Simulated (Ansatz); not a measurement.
Consider the cleavage of the B–Sn bond: `[BH2][SnH2][C]#C` + `O[SiH2][GeH2][F]` → `BO[SiH2][GeH2][F]` + `C#[C][SnH3]`.

Program: Ansatz. Geometries: PBE0-D4/def2-TZVP. ΔE: electronic, gas phase. CBS: MP2 limit from def2 TZ/QZ plus the TZ coupled-cluster correction, frozen cores. DFT in def2-TZVPP. B3LYP here is the variant with VWN-RPA as its local correlation; programs differ in this. Elements past krypton have def2 core potentials. For Ge, Sn outer-core shells are correlated without core-valence functions, which leaves a few kJ/mol of doubt a bond. Scalar relativity is left out up to krypton. One conformer a species, not always the lowest.

CCSD(T)/CBS gives -33.9 kcal/mol.

Problem. Another level gave -36.4 kcal/mol. Which?
A. HF/def2-TZVPP
B. PBE/def2-TZVPP
C. r2SCAN/def2-TZVPP
D. B3LYP/def2-TZVPP

Solution. D. B3LYP -36.4, r2SCAN -35.0, PBE -33.7, HF/def2-TZVPP -38.8 kcal/mol.

Largest T1 diagnostic among the species: 0.014.

In def2-TZVPP, CCSD(T) changes the Hartree–Fock value by +3.4 kcal/mol (the triples alone add +0.1 kcal/mol) and MP2 by +3.4 kcal/mol.
